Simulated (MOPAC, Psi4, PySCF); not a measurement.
Internal rotation in SMILES C#CC[SiH2]Br (C₃H₅BrSi). Scanned: dihedral C2–C3–Si4–Br5; all other coordinates were relaxed at GFN2-xTB. Points at φ and −φ are mirror images. Heavy atoms are numbered in the order of the SMILES C#CC[SiH2]Br, hydrogens after them in the order of the atoms that carry them; the mirror image has the same energies with the sign of each dihedral reversed.

Computed with: RKS-B3LYP/6-31G* = PySCF with restricted B3LYP/6-31G*, spherical d, density fitting // GFN2-xTB; PBE/def2-TZVP // GFN2-xTB (Psi4); AM1, restricted, heats of formation // GFN2-xTB (MOPAC).

Energies in kcal/mol, each method relative to its own lowest point.

```
φ / °  RKS-B3LYP/6-31G*  PBE/def2-TZVP  AM1
-----  ----------------  -------------  ---
-160                0.5            0.5  0.2
-140                1.7            1.6  0.6
-120                2.4            2.2  0.8
-100                2.1            1.9  0.7
-80                 1.5            1.2  0.5
-60                 1.4            1.0  0.5
-40                 2.3            1.9  1.0
-20                 3.6            3.1  1.5
0                   4.3            3.7  1.8
20                  3.6            3.1  1.5
40                  2.3            1.9  1.0
60                  1.4            1.0  0.5
80                  1.5            1.2  0.5
100                 2.1            1.9  0.7
120                 2.4            2.2  0.8
140                 1.7            1.6  0.6
160                 0.5            0.5  0.2
180                 0.0            0.0  0.0
```
